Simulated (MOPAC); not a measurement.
Input file for MOPAC: AM1 on AlFH2O (SMILES [OH][AlH][F]), a point of a bond scan (R = 2.203 Å).

```
AM1 1SCF PRECISE CHARGE=0 THREADS=1
AlFH2O

Al    -0.22437839 1    -0.36994440 1     0.12139836 1
H     -1.02851550 1    -1.64177396 1     0.51864000 1
F      1.24636186 1    -0.07531748 1     0.81825782 1
O     -0.85471535 1     0.70268961 1    -1.01729409 1
H      0.11270147 1     2.55350419 1    -1.71992638 1
```

Program output:

```
*******************************************************************************
 **                                                                           **
 **                              MOPAC v23.2.5                                **
 **                                                                           **
 *******************************************************************************
 ** MOPAC's Digital Object Identifier: https://doi.org/10.5281/zenodo.6511958 **
 **                                                                           **
 ** Please cite the open-source release paper for use of this MOPAC version:  **
 ** J. E. Moussa and J. J. P. Stewart (2026)                                  **
 ** MOPAC: An open-source semiempirical molecular orbital program             **
 ** J. Open Source Softw., 11(119), 8025, https://doi.org/10.21105/joss.08025 **
 *******************************************************************************

                              AM1 CALCULATION RESULTS

 *******************************************************************************
 *  AM1        - The AM1 Hamiltonian to be used
 *
 *
 *
 *                 CHARGE ON SYSTEM = 0
 *
 *
 *
 *  PRECISE    - TIGHTER CRITERIA TO BE USED
 *  1SCF       - DO 1 SCF AND THEN STOP
 *  THREADS=1  - MULTI-THREADING NOT USED
 *  T=         - A TIME OF 172800.0 SECONDS REQUESTED
 *  DUMP=N     - RESTART FILE WRITTEN EVERY 7200.0 SECONDS REQUESTED
 *******************************************************************************
AM1 1SCF PRECISE CHARGE=0 THREADS=1
 AlFH2O

   ATOM   CHEMICAL          X               Y               Z
  NUMBER   SYMBOL      (ANGSTROMS)     (ANGSTROMS)     (ANGSTROMS)

     1      Al         -0.22437839  *  -0.36994440  *   0.12139836  *
     2       H         -1.02851550  *  -1.64177396  *   0.51864000  *
     3       F          1.24636186  *  -0.07531748  *   0.81825782  *
     4       O         -0.85471535  *   0.70268961  *  -1.01729409  *
     5       H          0.11270147  *   2.55350419  *  -1.71992638  *



          CARTESIAN COORDINATES

    NO.       ATOM           X           Y           Z

     1        Al         -0.2244     -0.3699      0.1214
     2         H         -1.0285     -1.6418      0.5186
     3         F          1.2464     -0.0753      0.8183
     4         O         -0.8547      0.7027     -1.0173
     5         H          0.1127      2.5535     -1.7199

  H: (AM1): M.J.S. DEWAR ET AL, J. AM. CHEM. SOC. 107 3902-3909 (1985)
  O: (AM1): M.J.S. DEWAR ET AL, J. AM. CHEM. SOC. 107 3902-3909 (1985)
  F: (AM1): M.J.S. DEWAR AND E. G. ZOEBISCH, THEOCHEM, 180, 1 (1988).
 Al: (AM1): M. J. S. Dewar, A. J. Holder, Organometallics, 9, 508-511 (1990).

           Empirical Formula: H2 O Al F  =     5 atoms



      MOLECULAR POINT GROUP   :   Cs


      RHF CALCULATION, NO. OF DOUBLY OCCUPIED LEVELS = 9


 -------------------------------------------------------------------------------
 AM1 1SCF PRECISE CHARGE=0 THREADS=1
 AlFH2O



     1SCF WAS SPECIFIED, SO BFGS WAS NOT USED
     SCF FIELD WAS ACHIEVED


                              AM1 CALCULATION
                                                       MOPAC v23.2.5 Linux




          FINAL HEAT OF FORMATION =         -4.29333 KCAL/MOL =     -17.96330 KJ/MOL


          COSMO AREA              =         99.74 SQUARE ANGSTROMS
          COSMO VOLUME            =         82.40 CUBIC ANGSTROMS

          IONIZATION POTENTIAL    =          9.834559 EV
          HOMO LUMO ENERGIES (EV) =         -9.835 -2.968
          NO. OF FILLED LEVELS    =          9
          MOLECULAR WEIGHT        =         63.9951         POINT GROUP:  Cs

          MOLECULAR DIMENSIONS (Angstroms)

            Atom       Atom       Distance
            H     5    H     2     4.89019
            O     4    F     3     2.71183
           Al     1    H     2     0.00000


          SCF CALCULATIONS        =          1





   ATOM   CHEMICAL          X               Y               Z
  NUMBER   SYMBOL      (ANGSTROMS)     (ANGSTROMS)     (ANGSTROMS)

     1      Al         -0.22437839  *  -0.36994440  *   0.12139836  *
     2       H         -1.02851550  *  -1.64177396  *   0.51864000  *
     3       F          1.24636186  *  -0.07531748  *   0.81825782  *
     4       O         -0.85471535  *   0.70268961  *  -1.01729409  *
     5       H          0.11270147  *   2.55350419  *  -1.71992638  *

                             CARTESIAN COORDINATES

   1   Al       -0.224378390    -0.369944400     0.121398360
   2    H       -1.028515500    -1.641773960     0.518640000
   3    F        1.246361860    -0.075317480     0.818257820
   4    O       -0.854715350     0.702689610    -1.017294090
   5    H        0.112701470     2.553504190    -1.719926380


           Empirical Formula: H2 O Al F  =     5 atoms



      MOLECULAR POINT GROUP   :   Cs


                  EIGENVALUES
 -46.21019 -32.16147 -15.17447 -13.91738 -13.55010 -13.00907 -11.23861 -11.18137
  -9.83456  -2.96752   0.67788   1.70621   3.58956   4.21146


              NET ATOMIC CHARGES AND DIPOLE CONTRIBUTIONS

  ATOM NO.   TYPE          CHARGE      No. of ELECS.   s-Pop       p-Pop
    1         Al           0.586043        2.4140     0.93008     1.48388
    2          H          -0.060851        1.0609     1.06085
    3          F          -0.384679        7.3847     1.87989     5.50479
    4          O          -0.545215        6.5452     1.92451     4.62070
    5          H           0.404702        0.5953     0.59530
 DIPOLE           X         Y         Z       TOTAL
 POINT-CHG.    -0.176     2.701    -2.001     3.366
 HYBRID         0.910     0.561     0.166     1.082
 SUM            0.734     3.262    -1.835     3.814


          ATOMIC ORBITAL ELECTRON POPULATIONS

     Atom    s        px        py        pz
    1 Al   0.93008   0.46634   0.59425   0.42329
    2  H   1.06085
    3  F   1.87989   1.71587   1.92550   1.86342
    4  O   1.92451   1.54779   1.44921   1.62371
    5  H   0.59530

 **********************
 *                    *
 * JOB ENDED NORMALLY *
 *                    *
 **********************




 == MOPAC DONE ==
```

The run finished.

Cost: roughly 0.020 core-seconds.
